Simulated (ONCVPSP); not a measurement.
What the settings do to the ONCV potential of hafnium

Base potential:

ONCVPSP 4.0.1 input, shortened (lines: element, Z, core and valence counts, functional; n l f; lmax; l rc ep ncon nbas qcut; lloc lpopt rc5 dvloc0; l nproj debl; icmod fcfact rcfact), LDA (Perdew-Wang 92), fully relativistic:

```
  Hf 72.00   10    5  -001012      upf
    1    0    2.00
    2    0    2.00
    2    1    6.00
    3    0    2.00
    3    1    6.00
    3    2   10.00
    4    0    2.00
    4    1    6.00
    4    2   10.00
    4    3   14.00
    5    0    2.00
    5    1    6.00
    5    2    2.00
    6    0    1.75
    6    1    0.25
    2
    0    2.20    0.00    4    7    4.10
    1    2.55    0.00    3    6    4.30
    2    2.20    0.00    5   10    7.20
    2    5    2.20    0.00
    0    2    1.70
    1    2    3.40
    2    0    1.50
    3    4.75    1.40
```

Open shells are filled in proportion to 2j + 1.

Cutoffs, loose and tight: the cutoffs (Ha) at which the residual kinetic energy of the hardest occupied pseudo-wave falls to 1 and 0.1 mHa per electron. They do not see the model core or the augmentation charge, which bear on the density cutoff. Test errors are all-electron minus pseudo excitation energies from the reference, over the configurations 5s2 5p6 5d2 6s2 6p0; 5s2 5p6 5d2 6s1 6p0; 5s2 5p6 5d2 6s0 6p0; 5s1 5p6 5d2 6s2 6p0. A dash means not determined; rows that change the core or the reference have their own tests.

A true bound ghost makes a file unfit for plane-wave use even where its test errors are small: the radial tests pick states by their node count and pass the ghost by.

```csv
change,outcome,"cutoff, loose","cutoff, tight",bound ghosts,GHOST(+) flags above zero,largest test error (meV)
base,"generated, misses its reference levels by 0.29 eV",13 Ha,18 Ha,p1/2,none,-1355
"s: ncon 5, nbas 8","generated, misses its reference levels by 0.29 eV",13 Ha,33 Ha,p1/2,none,-1254
s: qcut 3.3; p: qcut 3.5; d: qcut 5.8,"generated, misses its reference levels by 0.29 eV",15 Ha,27 Ha,none,"p3/2, p1/2",-778
core correction none,"generated, misses its reference levels by 0.29 eV",13 Ha,18 Ha,p1/2,none,-1143
"core [Kr] 4d10, valence charge 26; reference 4f14 5s2 5p6 5d2 6s2; waves now 5s+6s: rc 2.10 bohr, ncon 3, nbas 7, qcut 5.7 1/bohr, 3 projectors, debl 3.2 Ha; 5p: rc 1.50 bohr, ncon 4, nbas 8, qcut 4.9 1/bohr, 2 projectors, debl 1 Ha; 5d: rc 3.25 bohr, ncon 4, nbas 9, qcut 5.9 1/bohr, 2 projectors, debl 1.3 Ha; 4f: rc 1.20 bohr, ncon 3, nbas 8, qcut 15.2 1/bohr, local; local potential the f channel","generated, projector energies reset by the program, misses its reference levels by 1.00 eV",95 Ha,103 Ha,"s, p1/2","p3/2, d5/2, d3/2",-90 over the solved tests; 1 of 4 tests not solved or not reliable
"reference 5s2 5p6 5d2 6s2; wave 5p+6p: rc 2.55 bohr, ncon 3, nbas 6, qcut 4.3 1/bohr, 2 projectors becomes 5p: rc 2.55 bohr, ncon 3, nbas 6, qcut 4.3 1/bohr, 2 projectors, debl 3.4 Ha","generated, misses its reference levels by 0.28 eV",13 Ha,18 Ha,none,none,-40 over the solved tests; 1 of 4 tests not solved or not reliable
d: qcut 8.8,"generated, misses its reference levels by 0.29 eV",12 Ha,18 Ha,none,none,-852
"core correction Teter function, fcfact 7.8, rcfact 1.4","generated, misses its reference levels by 0.29 eV",13 Ha,18 Ha,p1/2,none,-1391
scalar-relativistic,generated,12 Ha,18 Ha,none,none,-914
"d: nproj 1; local potential polynomial inside 1.65 bohr (lpopt 3, dvloc0 6 Ha)",generated,13 Ha,18 Ha,none,none,-860
"core correction Teter function, fcfact 4.75, rcfact 1.66","generated, misses its reference levels by 0.29 eV",13 Ha,18 Ha,p1/2,none,-1369
"all radii but the core radius scaled by about 1.08 (s 2.38, p 2.76, d 2.38 bohr)","generated, misses its reference levels by 0.29 eV",13 Ha,16 Ha,p1/2,none,-732
```
